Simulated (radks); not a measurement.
Results of a calculation; reference values are marked as such.
Q: All-electron atom: Eu3+ in [Xe] 4f6. Level of theory: scalar-relativistic Kohn-Sham, PBE, spin-polarised, spherical densities, point nucleus; open shells are filled with parallel spins first (spin-orbit coupling, left out, can overturn this in heavy ions) (a radial shooting solver on a logarithmic mesh with Libxc functionals). Some entries of the table are withheld. Estimate them.

orbital  occ.  eigenvalue (eV)  <r^2> (bohr^2)  r(max) (bohr)
1s down     1        -48401.93       0.0006791        0.01420
1s up       1        -48401.93       0.0006791        0.01420
2s up       1        -7974.089         0.01068        0.08055
2s down     1        -7974.054         0.01068        0.08055
2p up       3        -7107.439        0.008592        0.06513
2p down     3        -7107.416        0.008591        0.06513
3s up       1        -1780.495         0.07120         0.2289
3s down     1        -1778.340         0.07109         0.2288
3p up       3        -1510.837         0.07136         0.2245
3p down     3        -1508.693         0.07122         0.2244
3d up       5        -1150.260         0.06011         0.1839
3d down     5        -1148.615         0.05994         0.1838
4s up       1        -380.7278          0.3608         0.5272
4s down     1        -375.5340          0.3607         0.5270
4p up       3        -291.9159          0.4072         0.5502
4p down     3        -286.7455          0.4073         0.5499
4d up       5        -168.1873          0.4919         0.5726
4d down     5        -163.0575          0.4936         0.5722
5s up       1         -73.9477           2.020          1.215
5s down     1         -71.2295           2.082          1.228
5p up       3         -51.7333           2.690          1.367
5p down     3         -49.7150           2.795          1.388
4f up       6         -34.7671          0.9619         0.5849
4f down     0         -30.1906           1.067         0.5873
5d up       0         -24.9606             (1)          1.806
5d down     0         -24.0238             (2)          1.853
6s up       0         -22.4259           10.84          2.907
6s down     0         -21.9453           11.16          2.953

A: 
(1) 5d up <r^2> (bohr^2): 5.348
(2) 5d down <r^2> (bohr^2): 5.652
